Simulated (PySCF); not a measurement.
Coordinates in bohr (charge -1 multiplicity 1):
```
In    0.0000    0.0000    0.0000
Cl   -2.6297   -2.6297    2.6297
Cl    2.6297   -2.6297   -2.6297
Cl   -2.6297    2.6297   -2.6297
Cl    2.6297    2.6297    2.6297
```

All numbers come from PySCF, PBE0, basis In def2-SVPD with ECP28, Cl def2-SVPD (scalar-relativistic core potentials, no spin–orbit coupling, density fitting).

This geometry of [InCl4]- is a stationary point at this level.

Question: What is the point group?

Answer: Td.

Question: Is it a minimum?

Answer: Yes: all harmonic wavenumbers are real.

Question: List the harmonic modes with their infrared intensities.

Answer: 
| symmetry | ω (cm⁻¹) | IR (km/mol, summed over degenerate members) |
| --- | --- | --- |
| e | 76 | 0.0 |
| t2 | 107 | 42.9 |
| a1 | 304 | 0.0 |
| t2 | 326 | 247 |

Question: What are the dipole moment and the gap between the highest occupied and lowest empty levels?

Answer: 0.00 D about the centre of mass and 6.57 eV.

In Td the vibrations span e + 2t2 + a1. The a1, e modes carry no infrared intensity, as symmetry demands.

Other isomers or separated fragments may lie lower. The lowest empty level of this anion is unbound, so it and the gap depend on the basis.
